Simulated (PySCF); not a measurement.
C6H8N (doublet state).
Cartesian coordinates in Å at the GFN2-xTB level; atoms count from 1:
```
atom  x, y, z in Å
C1     2.6284    0.0045   -0.1767
C2     1.8231   -0.0055   -1.2326
N3     0.5649    0.5484   -1.2872
C4    -0.4124    0.2568   -0.5650
C5    -1.8045    0.8341   -0.5176
C6    -2.1137   -0.1962    0.5121
C7    -0.7463   -0.7833    0.4947
H8     3.6471   -0.3304   -0.2480
H9     2.3064    0.3942    0.7740
H10    2.1680   -0.3487   -2.2008
H11   -1.8533    1.8793   -0.1936
H12   -2.3596    0.7680   -1.4596
H13   -3.0237   -0.4942    0.9877
H14   -0.6594   -1.8245    0.1638
H15   -0.1694   -0.6947    1.4213
```

The hyperfine couplings belong to this conformer and change with its torsions.

The species is `C=CN=C1C[CH]C1` [radical].

Method: UKS B3LYP, pcH-1 on C H N, non-relativistic, mean-field spin-orbit, GIAO (PySCF 2.14.0). Geometry: GFN2-xTB, one conformer, isolated molecule. A GFN2-xTB geometry isn't a minimum of the functional, and hyperfine couplings can be far from their values at a DFT geometry. The frame is twisted about the C2–N3 bond at this geometry (dihedral C1–C2–N3–C4 = -59°); couplings at other torsion angles weren't computed. The SCF solution wasn't tested for stability.

The Mulliken spin populations are largest on C6 (+1.02), C5 (-0.09) and C7 (-0.09). No atom but C6 exceeds +0.15. The positive populations add up to 1.23 and the negative ones to -0.23, together 2S = 1. The angles at C6 add up to 359.5°, so it is planar; its axial dipolar tensor and the negative coupling of its proton fit spin in a p orbital normal to that plane.

Task: List the C–H protons on four-coordinate carbons next to a three-coordinate spin centre, with their couplings and θ (C–H bond against the normal to the plane of the centre's neighbours, projected along the bond that joins the two).

Result: 
```json
{"β H": "H11", "on": "C5", "centre": "C6", "θ (°)": "24", "cos²θ": "0.84", "a (G)": "+43.45"}
{"β H": "H12", "on": "C5", "centre": "C6", "θ (°)": "29", "cos²θ": "0.77", "a (G)": "+41.53"}
{"β H": "H14", "on": "C7", "centre": "C6", "θ (°)": "29", "cos²θ": "0.77", "a (G)": "+40.76"}
{"β H": "H15", "on": "C7", "centre": "C6", "θ (°)": "24", "cos²θ": "0.84", "a (G)": "+43.32"}
```

Couplings in gauss use g_iso = 2.0027.

Time: 51 s of wall time (with the writing of density and orbital grids); peak memory 0.95 GiB. Hardware: an Arm Neoverse V1 with one thread, shared host with 32 logical CPUs at a one-minute load of 13.
